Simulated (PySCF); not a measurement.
Molecule: `[BH2-]1[NH2+][BH2-][NH2+]1`, B2H8N2.

Bonds (- single, = double, # triple, : aromatic): B1-N2, N2-B3, B3-N4, N4-B1. B1 carries H5, H6; N2 carries H7, H8; B3 carries H9, H10; N4 carries H11, H12. Formal charges: B1 -1, N2 +1, B3 -1, N4 +1.

Frames of a GFN2-xTB Langevin trajectory at 600 K; GIAO PBE0/pcSseg-1 shieldings in PySCF 2.14, gas phase, non-relativistic; equivalent atoms averaged within each frame.

Referencing at the same level of theory: 11B (σref 100.07) vs BF3·OEt2; NH3 for 15N (σref 267.73); 1H (σref 31.72) vs TMS. The references are static minima.

Task: How do the shifts (ppm) fluctuate along the trajectory?

Result: 
```tsv
time (fs)	B1/B3	N2/N4	H5/H6/H9/H10	H7/H8/H11/H12
optimised geometry	-14.4	23.6	3.44	1.82
250	-9.0	31.6	3.89	1.87
425	-11.3	35.7	3.77	3.40
625	-10.2	40.5	4.11	2.48
800	-12.8	22.9	3.98	2.26
1000	-11.9	27.4	4.21	2.16
mean of frames	-11.0	31.6	3.99	2.44
standard deviation	1.5	6.9	0.17	0.58
```

5 frames give an uncertainty of the mean of about the standard deviation over 2.2 at best, since frames this close in time may not be independent; classical motion lacks zero-point vibration, and the reference would need the same averaging.
